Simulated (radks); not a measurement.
Tm51+, configuration [Ar].

Method: scalar-relativistic Kohn-Sham, PBE, spin-unpolarised, spherical densities, point nucleus; computed with a radial shooting solver on a logarithmic mesh with Libxc functionals.

Energy parts (eV):
| part | energy |
|---|---|
| total | -300974.87 |
| kinetic | 332487.88 |
| electron-nucleus | -665934.79 |
| Hartree | 36871.72 |
| exchange-correlation | -4399.68 |

Orbitals (lengths in bohr, moments of r in powers of bohr):
1s: occ. 2; eigenvalue (eV) -62792.49; <r^4> 8.069e-07
2s: occ. 2; eigenvalue (eV) -13414.87; <r^4> 0.0001189
2p: occ. 6; eigenvalue (eV) -12264.56; <r^4> 0.00008979
3s: occ. 2; eigenvalue (eV) -5185.425; <r^4> 0.003401
3p: occ. 6; eigenvalue (eV) -4839.238; <r^4> 0.003346

The highest occupied level is 3p at -4839.2 eV. Summed over all electrons, <r^2> = 0.4366 bohr^2, which gives a Langevin (diamagnetic) susceptibility term of -0.346 x 10^-6 cm^3/mol.
